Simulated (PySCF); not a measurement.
Computed IR spectrum (relative IR intensity) of a molecule C3H4BrF. Geometry: B3LYP-D3(BJ)/def2-SVP. One conformer was computed; it need not be the lowest. All values below come from B3LYP-D3(BJ)/def2-SVP (PySCF). Frequencies are harmonic and unscaled.

Lines under 2 % of the strongest are left out, and lines within 2 cm⁻¹ are merged.

| ν (cm⁻¹) | relative intensity |
|---|---|
| 441 | 2.4 |
| 465 | 2.3 |
| 746 | 14 |
| 804 | 36 |
| 904 | 42 |
| 1016 | 7.4 |
| 1171 | 100 |
| 1305 | 19 |
| 1408 | 24 |
| 1444 | 4.1 |
| 1448 | 6.0 |
| 1738 | 43 |
| 3036 | 8.7 |
| 3103 | 4.7 |
| 3232 | 8.7 |

**Question.** Pick the molecule that these values belong to.
A. C/C(F)=C\Br
B. FC1(Br)CC1
C. F[C@@H]1C[C@H]1Br
D. C/C(Br)=C\F

**Answer.** A, C/C(F)=C\Br
